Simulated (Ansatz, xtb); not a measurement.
## Two structures of AlB2FH4

We compare a, a singlet given by its coordinates, with b, a singlet given by its coordinates. Both are isolated molecules in the gas phase, relaxed with PBE0-D3(BJ)/def2-SVP.

a (Å):

```
atom    x (Å)    y (Å)    z (Å)
  Al   0.5293  -0.8016  -2.8385
   B   1.1556  -0.3016  -0.8509
   B   2.1679   0.4935  -1.6870
   F  -0.1209   0.4004  -3.8046
   H  -0.0482  -0.0480  -0.8584
   H   1.5130  -1.3713  -0.4021
   H   2.9944   1.0706  -2.3311
   H   0.2223  -2.2913  -3.2637
```

Close contacts (Å): Al1–B2 2.14, Al1–B3 2.39, Al1–F4 1.67, B2–B3 1.53, Al1–H5 2.20, Al1–H8 1.58, B2–H5 1.23, B2–H6 1.21, B3–H7 1.20.

b (Å):

```xyz
8

Al   -0.4084    0.5544    0.1351
B    -0.0892   -1.3475   -0.5361
B     0.7351   -0.9882    0.8294
F    -0.5774    2.1716   -0.1884
H     1.2513    0.1914    0.8642
H    -0.1260   -0.4090   -1.4175
H     0.9466   -1.5906    1.8478
H    -0.7094   -2.3125   -0.8954
```

Close contacts (Å): Al1–B2 2.04, Al1–B3 2.04, Al1–F4 1.66, B2–B3 1.64, Al1–H5 1.85, Al1–H6 1.85, B2–H6 1.29, B2–H8 1.20, B3–H5 1.29, B3–H7 1.20.

Q: Which of the two would you expect CCSD(T)/def2-TZVP electronic energies to favour?

A: Structure b; the calculation gives E(b) − E(a) = −16.7 kcal/mol.

How the difference moves with the method:

```
               level              geometry  E(b) − E(a) (kcal/mol)  departure from the last row (kcal/mol)  job, with rough time for the two
PBE0-D3(BJ)/def2-SVP  PBE0-D3(BJ)/def2-SVP                     −19.4                                    −2.7                optimisation, 34 s
        HF/def2-TZVP  PBE0-D3(BJ)/def2-SVP                      −7.3                                    +9.4           part of the CCSD(T) run
       MP2/def2-TZVP  PBE0-D3(BJ)/def2-SVP                     −19.1                                    −2.4           part of the CCSD(T) run
   CCSD(T)/def2-TZVP  PBE0-D3(BJ)/def2-SVP                     −16.7                                                        single point, 26 s
```

The levels shown agree on the order. The largest departure from CCSD(T)/def2-TZVP is that of HF/def2-TZVP, 9.4 kcal/mol. Levels run at GFN2-xTB geometries aren't shown.

With harmonic frequencies from PBE0-D3(BJ)/def2-SVP (ideal gas, rigid rotor, one conformer each, 400 K, 1 atm): the zero-point term adds +2.6 kcal/mol; ΔH is −15.1 and ΔG −12.8 kcal/mol.

The correlated steps freeze 8 core orbitals. Mirror images aren't counted in ΔG. Programs: Ansatz 0.2.0; the last row on 2 threads of Intel(R) Xeon(R) Platinum 8488C (Sapphire Rapids) on a shared host.
